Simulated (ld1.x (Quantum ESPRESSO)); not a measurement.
# Before and after: ultrasoft potential for B

B, ultrasoft, made with ld1.x (Quantum ESPRESSO) 7.5 (PBE, scalar-relativistic). Core [He], reference 2s2 2p1. Waves: 2s (bound): rcut 0.95, rcutus 1.25 bohr; 2s channel at 0.1 Ry: rcut 0.95, rcutus 1.25 bohr; 2p (bound): rcut 2.10, rcutus 2.45 bohr; 2p channel at 0.25 Ry: rcut 2.10, rcutus 2.45 bohr. Local part: all-electron potential smoothed inside 1.85 bohr (lloc = -1). Core correction: none. Augmentation charge: PSQ, radius 0.85 bohr.

Change: augmentation PSQ, radius 0.75 bohr.

Cutoffs: the cutoffs (Ry, on a coarse ladder) from which the occupation-weighted sum of valence levels, in a spherical-Bessel basis at the reference potential, stays within 10 and 1 mRy of its value at 400 Ry; they do not see the model core or the augmentation charge, which bear on the density cutoff. Errors are all-electron minus pseudo energies relative to the spin-unpolarised reference configuration.

**Question.** How do hardness, ghosts and transferability respond?

**Answer.** The potential gets neither clearly harder nor softer (25 Ry and 30 Ry → 25 Ry and 30 Ry); both files keep a bound ghost (s); of the 7 tests that both files solve, the error grows in 1 and shrinks in 3 by more than 15 % and 0.3 meV (median size 39.1 → 18.6 meV).

```tsv
quantity	base	changed
cutoff, loose	25 Ry	25 Ry
cutoff, tight	30 Ry	30 Ry
bound ghosts	s	s
error for 2s2 2p0, meV [ΔE 8.22 eV]	+39	+19
error for 2s1 2p0, meV [ΔE 33.64 eV]	+78	+60
error for 2s2 2p0.5, meV [ΔE 2.89 eV]	+6.3	+4.5
error for 2s1 2p2, meV [ΔE 5.85 eV]	+59	+59
error for 2s0 2p3, meV [ΔE 11.72 eV]	+249	+300
error for 2s1 2p1, meV [ΔE 14.36 eV]	+14	+15
error for 2s2 2p1.3, meV [ΔE -0.74 eV]	+0.8	+0.7
s: phases at 2.64 bohr within 0.05 rad from the reference energy up to (Ry; the scan ends near 5)	to the end of the scan	to the end of the scan
p: phases at 2.64 bohr within 0.05 rad from the reference energy up to (Ry; the scan ends near 5)	to the end of the scan	to the end of the scan
lowest overlap eigenvalue by channel	s 0.57, p 0.95	s 0.57, p 0.95
```

 A true bound ghost makes a file unfit for plane-wave use even where its test errors are small: the radial tests pick states by their node count and pass the ghost by.
